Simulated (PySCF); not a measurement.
C2H10BNO2Si, SMILES C[SiH](C)NB(O)O, GFN2-xTB optimised geometry.

```
17

Si    -0.28     0.34     0.00
C      1.63     0.34     0.00
C     -0.95     2.11     0.00
N     -0.89    -0.42    -1.43
B     -0.69    -1.77    -1.89
O     -1.18    -2.21    -3.08
O      0.01    -2.67    -1.16
H     -0.77    -0.39     1.19
H      2.02     0.99    -0.77
H      2.03     0.68     0.95
H      2.03    -0.65    -0.19
H     -0.61     2.67    -0.87
H     -2.03     2.13     0.01
H     -0.60     2.65     0.88
H     -1.47     0.16    -2.02
H     -1.66    -1.56    -3.59
H      0.31    -2.35    -0.31
```

Density from CAM-B3LYP/def2-SVP in PySCF at that geometry.

Minimum of the electron density along straight lines between bonded atoms, close to the bond critical point (lines longer than 1.1 times the sum of covalent radii, or with two minima, are not listed):

| bond | length / Å | ρ at the minimum / e bohr⁻³ | ∇²ρ there / e bohr⁻⁵ | position (fraction from the first atom) |
|---|---|---|---|---|
| Si1–C2 | 1.905 | 0.112 | 0.31 | 0.38 |
| Si1–C3 | 1.898 | 0.113 | 0.32 | 0.38 |
| Si1–N4 | 1.736 | 0.120 | 0.69 | 0.40 |
| N4–B5 | 1.436 | 0.195 | 0.56 | 0.68 |
| B5–O6 | 1.359 | 0.205 | 1.10 | 0.33 |
| B5–O7 | 1.356 | 0.207 | 1.08 | 0.33 |
| Si1–H8 | 1.479 | 0.115 | 0.32 | 0.48 |
| C2–H9 | 1.087 | 0.271 | -0.98 | 0.63 |
| C2–H10 | 1.086 | 0.272 | -0.98 | 0.63 |
| C2–H11 | 1.086 | 0.271 | -0.97 | 0.63 |
| C3–H12 | 1.086 | 0.271 | -0.98 | 0.63 |
| C3–H13 | 1.086 | 0.272 | -0.98 | 0.63 |
| C3–H14 | 1.084 | 0.273 | -0.99 | 0.63 |
| N4–H15 | 1.008 | 0.331 | -1.50 | 0.76 |
| O6–H16 | 0.955 | 0.360 | -2.38 | 0.81 |
| O7–H17 | 0.954 | 0.361 | -2.42 | 0.81 |
